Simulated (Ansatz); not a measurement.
Start from `C[SiH](O)S` and change one atom or group to get `O[SiH](F)S`.

Ansatz, PBE0-D4/def2-TZVP geometries, multiplicity 1. Each molecule was computed in one conformer, which needn't be the lowest.

| property | `C[SiH](O)S` |
| --- | --- |
| LUMO energy (ωB97M-V/def2-TZVPP) / eV | 2.17 |
| HOMO–LUMO gap (PBE/def2-TZVPP) / eV | 5.88 |
| LUMO energy (B3LYP/def2-TZVPP) / eV | 0.24 |
| zero-point energy (PBE0-D4/def2-TZVP) / kJ/mol | 183.1 |
| size of the dipole moment (ωB97M-V/def2-TZVPP) / D | 0.65 |
| LUMO energy (PBE/def2-TZVPP) / eV | -0.36 |

Question: Give the same properties after the change, and the shifts. (Estimate.)

Answer: Computed: 
```json
{"property": "LUMO energy (ωB97M-V/def2-TZVPP) / eV", "`O[SiH](F)S`": "1.86", "shift": "-0.31"}
{"property": "HOMO–LUMO gap (PBE/def2-TZVPP) / eV", "`O[SiH](F)S`": "5.82", "shift": "-0.06"}
{"property": "LUMO energy (B3LYP/def2-TZVPP) / eV", "`O[SiH](F)S`": "-0.22", "shift": "-0.46"}
{"property": "zero-point energy (PBE0-D4/def2-TZVP) / kJ/mol", "`O[SiH](F)S`": "94.5", "shift": "-88.6"}
{"property": "size of the dipole moment (ωB97M-V/def2-TZVPP) / D", "`O[SiH](F)S`": "0.81", "shift": "0.16"}
{"property": "LUMO energy (PBE/def2-TZVPP) / eV", "`O[SiH](F)S`": "-0.85", "shift": "-0.49"}
```

The zero-point energy changes by -88.6 kJ/mol with -9 modes. Dipoles are sizes alone; their direction can turn.

B3LYP here is the variant with VWN-RPA as its local correlation; programs differ in this.
